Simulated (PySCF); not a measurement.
Species: C2H4BNO2.
Atom-mapped SMILES: `[OH:1][B:2]([OH:3])[C@H:4]1[CH:5]=[N:6]1` (hydrogens: H7 on O1; H8 on O3; H9 on C4; H10 on C5)

Method: PySCF, PBE0-D3(BJ)/def2-SVP geometry optimisation, gas phase; density fitting, grid level 1; the optimiser is geomeTRIC in internal coordinates, started from a GFN2-xTB structure with every atom displaced at random (about 0.01 Å).

Step 0: E = -8384.4085 eV
```
atom  x, y, z in Å  |  force x, y, z in eV/Å
O1     -1.4565   -0.6968   -0.8644   -0.836  -0.398  -0.648
B2     -0.5839   -0.1687    0.0061    1.340   0.292  -0.017
O3     -0.8826    0.1549    1.2862    2.163   0.628  -0.290
C4      0.9086    0.1069   -0.5252   -2.562  -0.179   0.837
C5      1.7733    1.0432    0.1303   -0.213   0.662  -0.149
N6      2.0678   -0.1247    0.3957    1.132  -0.896   0.900
H7     -2.3541   -0.8403   -0.5383    0.222   0.041  -0.058
H8     -1.7312   -0.0249    1.6052   -2.034  -0.475   0.665
H9      1.0763   -0.1057   -1.5478    0.343  -0.398  -1.551
H10     2.0178    2.0671    0.3199    0.446   0.723   0.310
```

Step 1: E = -8384.5730 eV
```
atom  x, y, z in Å  |  force x, y, z in eV/Å
O1     -1.4918   -0.6879   -0.8894    0.506   0.147   0.037
B2     -0.5809   -0.1618   -0.0106   -0.330   0.029  -0.209
O3     -0.8449    0.1320    1.2916   -0.576  -0.013   0.345
C4      0.8529    0.1465   -0.5418    0.080  -0.262  -0.407
C5      1.7645    1.0649    0.1265    0.139   0.070   0.222
N6      2.0270   -0.1086    0.4443    0.059   0.050  -0.037
H7     -2.3399   -0.9076   -0.5087   -0.318  -0.055   0.120
H8     -1.7571   -0.0114    1.5982    0.597   0.008  -0.246
H9      1.0788   -0.1301   -1.5907   -0.065   0.089   0.258
H10     2.1271    2.0750    0.3483   -0.092  -0.062  -0.082
```

Step 2: E = -8384.5865 eV
```
atom  x, y, z in Å  |  force x, y, z in eV/Å
O1     -1.4877   -0.6831   -0.8849    0.039   0.035   0.060
B2     -0.5829   -0.1527   -0.0098    0.003  -0.108  -0.072
O3     -0.8484    0.1447    1.2931   -0.098   0.044   0.075
C4      0.8617    0.1282   -0.5409   -0.036  -0.065  -0.064
C5      1.7588    1.0613    0.1314    0.102   0.048   0.017
N6      2.0508   -0.1075    0.4360   -0.049  -0.033   0.033
H7     -2.3502   -0.8835   -0.5097   -0.005   0.028  -0.023
H8     -1.7464   -0.0327    1.5913    0.094  -0.017  -0.034
H9      1.0843   -0.1426   -1.5841   -0.018   0.057   0.037
H10     2.0956    2.0790    0.3452   -0.031   0.013  -0.029
```

Problem. Estimate the geometry and energy of step 3. (The exact step hangs on the optimiser's Hessian estimate; all steps are aligned on step 2, rigid shifts and turns removed.)

Solution. E = -8384.5890 eV, largest force 0.094 eV/Å
```
atom  x, y, z in Å  |  force x, y, z in eV/Å
O1     -1.4846   -0.6813   -0.8839   -0.065  -0.018   0.029
B2     -0.5812   -0.1583   -0.0062    0.041   0.016  -0.016
O3     -0.8498    0.1440    1.2962    0.070   0.027  -0.030
C4      0.8628    0.1233   -0.5371   -0.027  -0.003   0.047
C5      1.7610    1.0630    0.1273    0.005  -0.025   0.023
N6      2.0460   -0.1034    0.4493    0.001   0.009  -0.015
H7     -2.3578   -0.8589   -0.5197    0.045   0.024  -0.032
H8     -1.7397   -0.0558    1.5935   -0.079  -0.033   0.038
H9      1.0866   -0.1466   -1.5775    0.012  -0.013  -0.037
H10     2.0923    2.0851    0.3257   -0.003   0.016  -0.006
```

The energy changes by -0.0025 eV. The first-order estimate −F·Δx gives -0.0044 eV and the mean of the old and new forces, exact on a quadratic surface, -0.0023 eV. The step makes an angle of 71° with the force vector and moves no atom by more than 0.028 Å.

What follows is the cost of the whole optimisation. Time: 36 s; peak memory 0.42 GiB. Hardware: one thread, Arm Neoverse N1 (aarch64), no GPU, shared host with 64 logical CPUs at a one-minute load of 60.
